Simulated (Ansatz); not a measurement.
Basis-set extrapolation for `N[SiH2][CH2][AlH2]` (PBE0-D4/def2-TZVP geometry, frozen core, Ansatz). Multiplicity 1, RHF reference.

```tsv
	def2-TZVPP	def2-QZVPP
HF	-627.911169	-627.932546
MP2 correlation	-0.602896	-0.644883
CCSD(T) correlation	-0.678091	not run
```

Energies in hartree. Use E(X) = E(∞) + A·exp(−7.88·√X) for Hartree–Fock and E(X) = E(∞) + B·X^(−2.97) for correlation, with X = 3 and 4, and add CCSD(T) minus MP2 of the smaller set to the MP2 limit.

Problem. What is the CCSD(T) energy at the basis-set limit?

Solution. HF limit: -627.932546 + (-0.021377) × 0.13774 = -627.93549. MP2 limit: -0.644883 + (-0.041987) × 0.74074 = -0.67598. Higher-order term: -0.678091 − (-0.602896) = -0.07520. Total: -628.68667 hartree, 61.1 kcal/mol below CCSD(T)/def2-TZVPP.
